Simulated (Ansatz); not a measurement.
The same path of ClH + GeH4 (7 atoms, charge 0, multiplicity 1) was run twice with different band settings. Lost on the way: Ge1–H2, Cl6–H7. Made: Ge1–Cl6, H2–H7.

The calculation used RKS PBE0-D4/def2-SVP in Ansatz 0.2.0.

Relaxed end points:

```xyz
7
Properties=species:S:1:pos:R:3
Ge 0.345 0.000 -0.141
H 0.373 0.000 1.399
H 1.795 0.000 -0.654
H -0.379 1.260 -0.637
H -0.379 -1.260 -0.637
Cl -3.057 0.000 1.467
H -2.069 0.000 2.290
```

```xyz
7
Properties=species:S:1:pos:R:3
Ge -0.401 0.000 -0.733
H -0.068 0.000 3.420
H 0.776 0.000 0.251
H -0.420 1.269 -1.595
H -0.420 -1.269 -1.595
Cl -2.218 0.000 0.450
H -0.618 0.000 2.892
```

Common settings: movable images 7; climbing image yes; optimiser quadratic models (default); start path through a guess of the saddle point; force threshold 0.05 eV/Å; iteration limit 60; end points relaxed.

| run | spring |
| --- | --- |
| 1 | 5.0 eV/Å² |
| 2 | 2.0 to 10.0 eV/Å², energy-weighted |

(1) What does each run give, and how far can it be trusted?

Results:

(1) Run 1: converged after 12 iterations, highest image 1.744 eV above the first end. Neighbouring images differ by up to 1.3 eV, so the band resolves the path poorly. A vibrational analysis at the climbing image gives 2 clearly imaginary modes (1034i, 128i cm⁻¹): a point of higher order. A lower path may pass nearby, or the ends, which weren't checked, may share the extra mode.
Run 2: converged after 8 iterations, highest image 1.744 eV above the first end. Another band between the same ends (7 images) ends at a top of the same energy, where a vibrational analysis finds 2 clearly imaginary modes.
The orbitals stay closed-shell, which can raise the energy where a bond breaks towards radicals; this wasn't checked here.
